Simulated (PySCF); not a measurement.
Computed IR spectrum (relative IR intensity) of a molecule C3H7N. Coordinates come from a r2SCAN-D4/def2-SVP optimisation. One conformer was computed; it need not be the lowest. All values below come from r2SCAN-D4/def2-SVP (PySCF). Frequencies are harmonic and unscaled.

| ν (cm⁻¹) | relative intensity |
|---|---|
| 87 | 3.3 |
| 338 | 3.0 |
| 421 | 5.4 |
| 577 | 20 |
| 833 | 8.0 |
| 876 | 6.4 |
| 1009 | 28 |
| 1096 | 21 |
| 1154 | 5.6 |
| 1356 | 17 |
| 1402 | 6.2 |
| 1409 | 26 |
| 1446 | 13 |
| 1450 | 18 |
| 1458 | 8.4 |
| 1475 | 10 |
| 1762 | 100 |
| 2986 | 91 |
| 3032 | 14 |
| 3047 | 52 |
| 3082 | 46 |
| 3101 | 18 |
| 3108 | 9.4 |
| 3167 | 18 |

Problem. Identify the compound among the candidates.
A) C/C=N\C
B) C1CNC1
C) C=CCN

Solution. A, C/C=N\C
